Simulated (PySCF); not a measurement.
From computed data to an observable: oscillator strength and radiative lifetime

SeClI, SMILES Cl[Se]I.

The structure is a stationary point at B3LYP-D3(BJ)/def2-TZVP. The def2 effective core potentials stand for the cores of I; spin–orbit coupling is left out.

TDDFT-PBE0/def2-SVPD in PySCF puts the first singlet state with f over 0.02 at 4.79 eV (vertical), with the transition dipole (-0.205, 0.516, 0.000) in atomic units.

Question: Find the oscillator strength, the wavelength and the radiative lifetime that this transition would have in vacuum if emission retraced absorption.

Answer: 
|μ|² = 0.3083 au, so |μ| = 1.41 D. ΔE = 4.79/27.211 = 0.1760 hartree. f = (2/3) ΔE |μ|² = 0.036 (the program prints 0.036).
λ = 1239.84/4.79 = 259 nm; ν = 38634 cm⁻¹.
Einstein's coefficient A = 0.6670 ν² f s⁻¹ (ν in cm⁻¹) = 3.6e7 s⁻¹, so τ = 1/A = 28 ns. This state is S7; the lower singlets have f = 0.001, 0.000, 0.004, 0.000, 0.005, 0.001. The figure is the radiative limit of this one transition; relaxation, internal conversion, crossing to triplets and a medium change what is measured.
